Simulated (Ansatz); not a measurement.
Total energies of the cluster Cu₂Te₂ (the lowest singlet isomer of a short search) from Ansatz at PBE-D4/def2-TZVP, gas phase (1 Eh = 27.2114 eV = 2625.5 kJ/mol). The reference geometry is relaxed at PBE-D4/def2-SVP.

| atom | x (Å) | y (Å) | z (Å) |
| --- | --- | --- | --- |
| Cu1 | 0.955 | 0.649 | -0.691 |
| Cu2 | -0.341 | -1.194 | 0.519 |
| Te3 | -1.180 | -0.194 | -1.559 |
| Te4 | 0.565 | 0.739 | 1.730 |

| state | geometry | energy (Eh) |
| --- | --- | --- |
| charge 0 singlet | reference | -3816.74334 |
| charge 1 doublet | reference | -3816.45814 |
| charge 0 triplet | relaxed at PBE-D4/def2-SVP | -3816.74546 |
| charge 0 quintet | relaxed at PBE-D4/def2-SVP | -3816.65907 |

In the def2 sets Te takes a core potential; there is no spin–orbit coupling.

Q: Work out the vertical ionisation energy to the doublet.

A: E(charge 1 doublet) − E(charge 0 singlet) = -3816.45814 − (-3816.74334) = 0.28520 Eh = 7.76 eV. For comparison, −ε of the highest occupied level is 5.29 eV at this level, 2.47 eV less.

Q: Which of the charge 0 states is lowest, and how far above it are the others?

A: The triplet, but by less than the method's error, so the order isn't settled. singlet: -3816.74334 − (-3816.74546) = 0.00212 Eh = 5.6 kJ/mol; quintet: -3816.65907 − (-3816.74546) = 0.08639 Eh = 226.8 kJ/mol. The quintet differs in its bonds from the reference.

The structure comes from a short search, and lower isomers may exist.
